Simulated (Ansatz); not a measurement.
Mean bond length (Å) of eight silicon and germanium compounds: PBE-D3(BJ) beside B3LYP-D3(BJ), computed with Ansatz (a program for electronic structure) for isolated molecules in the bases named; differences from unrounded values. The eight are the first of their class met in an unordered collection, after screening for sound electronic states; none was chosen by its value. Each level has its own optimised geometry.

| molecule | basis | B3LYP-D3(BJ) | PBE-D3(BJ) | difference |
|---|---|---|---|---|
| Ge(AsH2)(F)3 (AsF₃GeH₂), SMILES [F][Ge]([F])([F])[AsH2] | def2-SVP | 1.778 | 1.789 | 0.011 |
| CH10O2Si3, SMILES [Si@@H](O)(O[SiH2][SiH3])C | def2-SVP | 1.497 | 1.507 | 0.011 |
| CH8Cl2Si3, SMILES Cl[Si](C[SiH3])(Cl)[SiH3] | def2-SVP | 1.648 | 1.658 | 0.009 |
| C3H7FSi, SMILES F[C@H]1C[C@@H]1[SiH3] | def2-SVP | 1.385 | 1.393 | 0.008 |
| CH7NOSi, SMILES CO[SiH2]N | def2-SVP | 1.313 | 1.323 | 0.010 |
| ClH₇OSi₃, SMILES [SiH3]O[SiH2][SiH2]Cl | def2-SVP | 1.655 | 1.668 | 0.012 |
| Cl2H4N2Si, SMILES N[Si](N)(Cl)Cl | def2-SVP | 1.454 | 1.463 | 0.008 |
| Si(CF3)(H)2(Me) (C2H5F3Si), SMILES C[SiH2]C(F)(F)F | def2-SVP | 1.414 | 1.423 | 0.009 |

PBE-D3(BJ) lies below B3LYP-D3(BJ) in 0 and above it in 8 of the eight; the mean signed difference is 0.010 and the largest 0.012 Å.
